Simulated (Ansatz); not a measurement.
One change: `BS[SiH](C)Cl` becomes `C[SiH](Cl)[GeH3]`.

Ansatz, PBE0-D4/def2-TZVP geometries, multiplicity 1. Each molecule was computed in one conformer, which needn't be the lowest.

Scalar relativity is left out up to krypton.

```
                                          property  `BS[SiH](C)Cl`
                 HOMO energy (PBE/def2-TZVPP) / eV           -7.18
  size of the dipole moment (B3LYP/def2-TZVPP) / D            1.80
               HOMO–LUMO gap (PBE/def2-TZVPP) / eV            4.62
               LUMO energy (B3LYP/def2-TZVPP) / eV           -1.80
             HOMO energy (ωB97M-V/def2-TZVPP) / eV          -10.47
size of the dipole moment (ωB97M-V/def2-TZVPP) / D            1.81
```

(1) What does the change do to each property? (An estimate is asked.)

Answers

(1) Computed: 
```csv
property,`C[SiH](Cl)[GeH3]`,shift
HOMO energy (PBE/def2-TZVPP) / eV,-6.75,0.43
size of the dipole moment (B3LYP/def2-TZVPP) / D,1.73,-0.07
HOMO–LUMO gap (PBE/def2-TZVPP) / eV,5.85,1.23
LUMO energy (B3LYP/def2-TZVPP) / eV,-0.22,1.58
HOMO energy (ωB97M-V/def2-TZVPP) / eV,-9.94,0.53
size of the dipole moment (ωB97M-V/def2-TZVPP) / D,1.72,-0.09
```

With PBE0 the HOMO rises by 0.42 eV and the LUMO rises by 1.58 eV, so the gap widens by about 1.16 eV. PBE moves the HOMO by 0.43 eV and ωB97M-V by 0.53 eV. Dipoles are sizes alone; their direction can turn.

B3LYP here is the variant with VWN-RPA as its local correlation; programs differ in this.
